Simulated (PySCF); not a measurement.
# Working out the excitation energy of Al

Al [Ne] 3s2 3p1 (2P) → Al [Ne] 3s2 4s1 (2S). Calculation: PySCF 2.14, in aug-cc-pV(D+d)Z; no relativity, point nucleus. Frozen: [Ne]. Energies in hartree (1 hartree = 27.21139 eV):

| part | Al (lower) | Al (upper) |
| --- | --- | --- |
| UHF | -241.874285 | -241.760968 |
| CCSD correlation | -0.048295 | -0.045325 |
| (T) | -0.000818 | -0.000779 |

What does Hartree-Fock give?

(-241.760968) − (-241.874285) = 0.113317 hartree = 3.084 eV.

What do CCSD and CCSD(T) give?

The CCSD correlation energies differ by 0.002970 hartree = 0.081 eV and the triples by 0.000039 hartree = 0.001 eV, so CCSD gives 3.165 eV and CCSD(T) 3.166 eV.

Measured between the centres of the two terms (NIST): 3.133 eV, so CCSD(T) (valence) is off by 0.033 eV.

What remains against the reference includes basis incompleteness, the frozen core and higher excitations.
